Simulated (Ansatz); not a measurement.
ClH₅N₃V (`[NH]=[V]([NH2])([NH2])[Cl]`), relaxed with RKS PBE0-D4/def2-TZVP in Ansatz from a PBE-D4/def2-SVP geometry. The force threshold is 0.005 eV/Å; the program also tests the step.

Charge 0, multiplicity 1.

Start:

```xyz
10

N    -0.109    1.370    1.008
V    -0.420    0.098    0.059
N     0.317   -1.347    0.913
N     0.393    0.466   -1.542
Cl   -2.586   -0.229   -0.248
H    -0.194    2.195    1.614
H     0.829   -1.343    1.799
H     0.372   -2.269    0.464
H     0.939    1.298   -1.778
H     0.458   -0.238   -2.288
```

Q: By how much does the energy fall, and how many steps does the optimiser take? (An estimate is asked.)

A: Ansatz gave: 3.84 kJ/mol, in 4 steps.

Q: Which bonds change most? (An estimate is asked.)

A: The calculation gave: V2–Cl5 from 2.211 to 2.193 Å; N1–H6 from 1.028 to 1.012 Å; N4–H9 from 1.023 to 1.007 Å; N3–H7 from 1.023 to 1.007 Å.

Q: Give the relaxed structure. (Estimate.)

A: The calculation gave: 
```xyz
10

N    -0.104    1.359    1.000
V    -0.403    0.097    0.059
N     0.321   -1.343    0.910
N     0.396    0.463   -1.537
Cl   -2.550   -0.227   -0.246
H    -0.195    2.171    1.596
H     0.808   -1.334    1.792
H     0.363   -2.255    0.473
H     0.917    1.293   -1.768
H     0.448   -0.225   -2.278
```
